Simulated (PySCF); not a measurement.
Output of ΔSCF core-hole calculations on `NBB(F)F`.

Method used: delta-SCF UKS SCAN, pcX-2 on the ionised atom, pcseg-1 elsewhere, spin-free X2C in PySCF 2.14.0. Atoms in this output count from 0. The cycles run on a coarse integration grid; for E(ground) and E(ion) the exchange–correlation energy is redone on a finer one, so they differ from the last cycle, and only they enter the binding energy.

Coordinates (Å, PBE0-D3(BJ)/def2-SVP):
```
N     -1.216169    -0.376822     0.184047
B     -0.134832     0.328006    -0.328586
B      1.492214    -0.055478     0.019436
F      2.143844     0.431638     1.067546
F      2.218528    -0.837805    -0.767393
H     -2.175219    -0.143922    -0.042083
H     -1.138236    -1.172865     0.804105
H     -0.388492     1.256683    -1.068089
```

```
ground state, core basis on atom 2 (B), 116 functions
  cycle   1  E = -306.16810340  |g| = 5.95e-02
  cycle   2  E = -306.16781830  |g| = 6.13e-02
  cycle   3  E = -306.16837786  |g| = 2.03e-02
  cycle   4  E = -306.16843821  |g| = 4.46e-03
  cycle   5  E = -306.16844142  |g| = 5.12e-04
  cycle   6  E = -306.16844195  |g| = 2.53e-04
  E(ground) = -306.16625764 Eh
hole in B 1s of atom 2
  cycle   1  E = -298.48185332  |g| = 1.16e+00
  cycle   2  E = -296.60337846  |g| = 1.87e+00
  cycle   3  E = -298.56665577  |g| = 7.43e-01
  cycle   4  E = -298.81668655  |g| = 2.50e-01
  ...
  cycle   9  E = -298.84948152  |g| = 3.43e-03
  cycle  10  E = -298.84948542  |g| = 1.86e-03
  cycle  11  E = -298.84948713  |g| = 3.83e-04
  E(ion) = -298.84958394 Eh   <S^2> = 0.7691   hole on atom = 1.000
```

What is the B 1s binding energy of atom 2?

(-298.849584 − (-306.166258)) Eh × 27.2114 eV/Eh = 199.10 eV, for the three-coordinate boron.

Geometry: PBE0-D3(BJ)/def2-SVP; no solvent, vibrations or thermal averaging.

The run took 13 s on x86-64 server, one thread, no GPU (shared host).

The values belong to the conformer `[NH2:1][BH:2][B:3]([F:4])[F:5]`: N1–B2–B3–F4 -88°, H–N1–B2–B3 -179°, H–N1–B2–B3 0°.
Labels such as C1 count atoms from 1, the log's own numbers from 0.
